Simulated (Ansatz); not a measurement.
Born–Oppenheimer molecular dynamics of BCl$_{2}$H$_{3}$O (7 atoms, charge 0, multiplicity 1). It starts at the highest image of a converged band. Of that band: The profile has 2 maxima (images 3, 5) with wells between them (image 4): this band takes more than one step, which may be the mechanism or a detour left from its start path. Neighbouring images differ by up to 1.5 eV, so the band resolves the path poorly. A vibrational analysis at the climbing image gives one clearly imaginary mode, 878i cm⁻¹: a first-order saddle point.

Method: RKS PBE0-D4/def2-SVP (Ansatz 0.2.0).

```
ensemble                      : NVE (velocity Verlet)
time step                     : 0.5 fs
steps asked                   : 200
starting velocities drawn for : 100 K
seed                          : 10369
```

First frame:

```xyz
7
Properties=species:S:1:pos:R:3
B 0.144 0.087 -0.001
H 0.191 -0.391 1.247
Cl 1.740 -0.094 -0.722
O -0.960 -0.245 -0.705
H -1.802 -0.051 -0.281
Cl -0.079 2.083 0.829
H 0.082 0.615 1.382
```

Q: How far do the bonds stretch over the last three quarters of this one trajectory? (Pairs bonded in most of those frames.)

A: 
```tsv
bond	mean (Å)	spread (Å)	shortest	longest
B1–H2	1.214	0.024	1.18	1.26
B1–Cl3	1.767	0.014	1.75	1.79
B1–O4	1.348	0.018	1.31	1.37
O4–H5	0.964	0.011	0.94	0.98
Cl6–H7	1.296	0.012	1.28	1.31
```

Mean temperature of the second half: 1433 K. The conserved energy stayed within 0.069 meV per atom of its start (net change 0.025 meV per atom), so the integration is sound. The kinetic energy rose, since the run started high on the potential surface and went downhill. It ends in pieces (BClH2O + ClH), so much of that is their flight and rotation, not heat. A run of 0.1 ps of so small a system gives no equilibrium averages. The orbitals stay closed-shell, which can raise the energy where a bond breaks towards radicals; this wasn't checked here.

Run time: 9.4 min on 1 thread of Intel(R) Xeon(R) Platinum 8259CL CPU @ 2.50GHz (Skylake/Cascade Lake), on a shared host, peak memory 0.2 GiB.
